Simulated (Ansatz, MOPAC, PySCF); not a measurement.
Dimer: HCl (SMILES Cl) (first 2 atoms) with N2 (SMILES N#N); geometry from B3LYP-D3(BJ)/def2-TZVP.
(charge 0, multiplicity 1):
```xyz
4

Cl    -0.17971    -0.27931    -0.32261
H     -0.16222    -0.20767     0.95905
N     -0.12965    -0.07644     3.27837
N     -0.11347    -0.01473     4.36677
```

| level | interaction energy (kJ/mol) | minus CCSD(T)/CBS(aug-cc-pV(T+d)Z, aug-cc-pV(Q+d)Z) |
|---|---|---|
| AM1 | 1.4 | 7.0 |
| PM6 | -5.5 | 0.2 |
| PM7 | -10.1 | -4.5 |
| HF/STO-3G (no counterpoise) | -7.0 | -1.4 |
| HF/3-21G (no counterpoise) | -9.7 | -4.1 |
| HF/6-31G* (no counterpoise) | -2.0 | 3.6 |
| PBE-D3(BJ)/def2-TZVPPD | -6.9 | -1.3 |
| BLYP/def2-TZVPPD | -2.1 | 3.6 |
| r2SCAN-D3(BJ)/def2-TZVPPD | -4.7 | 1.0 |
| r2SCAN-D4/def2-TZVPPD | -4.5 | 1.1 |
| B3LYP/3-21G (no counterpoise) | -16.0 | -10.4 |
| B3LYP/def2-TZVPPD | -2.9 | 2.8 |
| PBE0/def2-TZVPPD | -4.3 | 1.3 |
| PBE0-D4/def2-TZVPPD | -5.8 | -0.1 |
| BHLYP-D3(BJ)/def2-TZVPPD | -5.7 | -0.1 |
| CAM-B3LYP/def2-TZVPPD | -4.3 | 1.4 |
| MP2/6-31G* | -4.6 | 1.0 |
| MP2/aug-cc-pV(D+d)Z | -5.4 | 0.2 |
| CCSD(T)/aug-cc-pV(Q+d)Z | -5.4 | 0.2 |
| CCSD(T)/CBS(aug-cc-pV(T+d)Z, aug-cc-pV(Q+d)Z) | -5.6 | 0.0 |

 The comparison column counts from a level with limits of its own.

The rows run from -16.0 (B3LYP/3-21G (no counterpoise)) to 1.4 kJ/mol (AM1). The dispersion term adds -1.5 in PBE0-D4. The 4 functionals in def2-TZVPPD without D3 or D4 span 2.2, from PBE0 to BLYP.

Counterpoise-corrected where a basis set is named; no monomer relaxation. Rows marked so take none.

Cores are frozen in the correlated methods. CBS(a, b) extrapolates the correlation energy as X⁻³ and adds the Hartree–Fock energy of set b. Rows in 3-21G, 6-31G*, STO-3G carry no dispersion term and start afresh at each structure (6-31G* with six Cartesian d functions). MP2/6-31G* freezes PySCF's default core. The state that AM1, PM6, PM7 reach isn't checked; PM7 holds dispersion and hydrogen-bond terms.

Run with Ansatz (Gaussian basis) for Hartree–Fock, density functionals and correlated methods; MOPAC for AM1, PM6, PM7 (differences of heats of formation); PySCF for 3-21G rows, 6-31G* rows, STO-3G rows, the dispersion terms.

Ansatz is a quantum-chemistry and plane-wave program.
